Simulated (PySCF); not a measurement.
A species of formula CH13NOSi5 has this rotational fingerprint, computed with PBE0/pcSseg-1 in PySCF (dipole) on a GFN2-xTB geometry, gas phase:

```
Rotational constants : A = 1046, B = 674.7, C = 487.3 MHz
Dipole components    : |μa| = 1.08 D, |μb| = 0.35 D, |μc| = 0.05 D
Inertial defect      : -195.31 u·Å²
κ                    : -0.33
```

**Question.** Which candidate fits, each taken in the one conformer that was computed?
A. `[SiH3:1][O:2][Si@H:3]1[SiH2:4][CH2:5][SiH2:6][N:7]1[SiH3:8]` with Si1–O2–Si3–Si4 -92°, O2–Si3–Si4–C5 118°, Si3–Si4–C5–Si6 7°, Si4–C5–Si6–N7 -13°, C5–Si6–N7–Si8 -165°
B. `[SiH3:1][N:2]([SiH3:3])[Si@@H:4]1[O:5][SiH2:6][CH2:7][SiH2:8]1` with Si1–N2–Si4–O5 -170°, N2–Si4–O5–Si6 -124°, Si4–O5–Si6–C7 -3°, O5–Si6–C7–Si8 10°, Si6–C7–Si8–Si4 -11°
C. `[CH3:1][Si@@H:2]1[SiH2:3][N:4]([SiH3:5])[Si@H:6]1[O:7][SiH3:8]` with N4–Si6–O7–Si8 7°

**Answer.** C. It is C[Si@@H]1[SiH2]N([SiH3])[Si@H]1O[SiH3], an asymmetric top, point group C1. The candidates at the same level (rigid rotor, commonest isotopes):

```tsv
SMILES	A (MHz)	B (MHz)	C (MHz)	μa (D)	μb (D)	μc (D)	Δ (u·Å²)	point group	rotor
[SiH3]N([SiH3])[Si@@H]1O[SiH2]C[SiH2]1	1378	615.9	481.3	0.70	0.76	0.63	-137.26	C1	asymmetric top
[SiH3]O[Si@H]1[SiH2]C[SiH2]N1[SiH3]	1033	735.0	497.1	0.36	0.18	0.72	-160.37	C1	asymmetric top
C[Si@@H]1[SiH2]N([SiH3])[Si@H]1O[SiH3]	1046	674.7	487.3	1.08	0.35	0.05	-195.31	C1	asymmetric top
```

`[SiH3]N([SiH3])[Si@@H]1O[SiH2]C[SiH2]1` has A 32 % too high; `[SiH3]O[Si@H]1[SiH2]C[SiH2]N1[SiH3]` has B 9 % too high. No structure here is proved a minimum.
